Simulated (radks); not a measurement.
Method: scalar-relativistic Kohn-Sham, r2SCAN, spin-unpolarised, spherical densities, finite nucleus; meta-GGA in the generalised Kohn-Sham scheme; Fermi nuclear charge, rms radius of each element as measured or else 0.836 A^(1/3) + 0.57 fm; computed with a radial shooting solver on a logarithmic mesh with Libxc functionals. Each species is in its NIST ground configuration. Rank As, Bi, P, N, Sb by mean radius of the outermost orbital (bohr), largest first.

Answer. Bi 3.03, Sb 2.89, As 2.53, P 2.36, N 1.48.
